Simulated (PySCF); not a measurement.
**Telling isomers of C₇H₈F₃P apart by NMR**

PySCF 2.14 calculation with σ from GIAO-PBE0/pcSseg-1 and GFN2-xTB geometry; averaged over atoms made equivalent by symmetry, fast rotation or ring inversion, isolated molecule, non-relativistic, a single conformation.

References, each an isolated molecule treated in the same way: $^{1}$H (31.72 ppm) and $^{13}$C (186.93 ppm) vs TMS. Splittings of carbon signals by F and P are missing where no couplings were computed. Where no couplings were computed, multiplicities follow the n + 1 count of equivalent neighbours, and m marks all less simple cases (inequivalent or close neighbours, rings, F or P nearby). Shifts are as computed. Against solution values, carbons near 30 ppm lie about +3 ppm off and those near 130 ppm about +5 ppm. Of 1211 compounds with measured shifts, 218 miss one by over three times the rms of a fit or turn the order of signals round; such compounds aren't used in these exercises.

(1) Tabulate the signals of `CC1C=CP(C(F)(F)F)C=C1`, `FC(F)(F)CP1C=CCC=C1` and their relative energies.

(2) What is the quickest way to tell CC1C=CP(C(F)(F)F)C=C1 from FC(F)(F)CP1C=CCC=C1?

Answers

(1) 
```json
{"SMILES": "CC1C=CP(C(F)(F)F)C=C1", "carbon types": "1×C 5×CH 1×CH3", "δC": "148.4, 140.4, 129.7, 37.9, 22.0", "δH": "7.06 (m, 2H), 6.70 (m, 2H), 3.25 (m, 1H), 0.96 (d, 3H)", "E rel. (kcal/mol)": "8.1"}
{"SMILES": "FC(F)(F)CP1C=CCC=C1", "carbon types": "1×C 4×CH 2×CH2", "δC": "136.9, 136.4, 135.9, 40.4, 33.1", "δH": "6.53 (m, 2H), 6.52 (m, 2H), 2.90 (m, 2H), 2.42 (m, 2H)", "E rel. (kcal/mol)": "0.0"}
```

Energies are electronic energies at PBE0/pcSseg-1 on these geometries, without zero-point or thermal terms, each for the one conformer computed, which needn't be the lowest.

(2) Both give the same number of carbon signals, but DEPT or the intensities differ. The first has an allylic sp3 CH at 37.9 ppm, the second an sp3 CH2 bonded to P at 40.4 ppm. Their most deshielded carbons lie at 148.4 and 136.9 ppm. In the proton spectra the most deshielded non-exchanging signals are 7.06 (m, 2H) and 6.53 (m, 2H).
